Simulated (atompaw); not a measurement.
## Before and after: PAW (atompaw) potential for Nd (Z = 60)

atompaw 4.2.0.5 input, output lines left out:

```
Nd 60
GGA-PBE scalarrelativistic loggrid 2001 logderivrange -3 5 201
6 6 5 4 0 0
6 0 0
6 1 0
5 2 0
4 3 4
0 0 0
c
c
c
c
c
v
c
c
c
c
v
c
c
v
v
3
3.00 2.35 2.80 1.95
y
1.7
n
y
0.05
n
y
-0.6
n
y
-0.2
n
custom polynom2 7 10 vanderbiltortho sinc
bessel
3.00
3.00
3.00
3.00
3.00
3.00
1.95
1.95
```

Change: augmentation sinc compensation charge, radius 2.35 bohr; PAW radius 3.00 bohr; waves and projectors: custom polynom gramschmidtortho.

Cutoffs: the cutoffs (Ry, on a coarse ladder) from which the occupation-weighted sum of valence levels, in a spherical-Bessel basis at the reference potential, stays within 10 and 1 mRy of its value at 400 Ry; they do not see the model core or the augmentation charge, which bear on the density cutoff.

Problem. What does the change do?

Solution. The potential gets neither clearly harder nor softer (25 Ry and 120 Ry → 35 Ry and 55 Ry); the bound ghosts move from p to p, s; the range in which the s phases agree widens (upper end 1.3 → 4.0); the range in which the f phases agree widens (upper end 0.6 → 2.9).

| quantity | base | changed |
| --- | --- | --- |
| cutoff, loose | 25 Ry | 35 Ry |
| cutoff, tight | 120 Ry | 55 Ry |
| bound ghosts | p | s, p |
| s: phases at 3.01 bohr within 0.05 rad from the reference energy up to (Ry; the scan ends near 5) | 1.3 | 4.0 |
| p: phases at 3.01 bohr within 0.05 rad from the reference energy up to (Ry; the scan ends near 5) | 4.3 | to the end of the scan |
| d: phases at 3.01 bohr within 0.05 rad from the reference energy up to (Ry; the scan ends near 5) | 1.6 | 1.8 |
| f: phases at 3.01 bohr within 0.05 rad from the reference energy up to (Ry; the scan ends near 5) | 0.6 | 2.9 |
| lowest overlap eigenvalue by channel | s 0.39, p 0.72, d 0.89, f 1.00 | s 0.09, p 0.74, d 0.96, f 1.00 |

 A true bound ghost makes a file unfit for plane-wave use even where its test errors are small: the radial tests pick states by their node count and pass the ghost by. The cutoffs see the waves, projectors and local potential, not the compensation charge or the core.
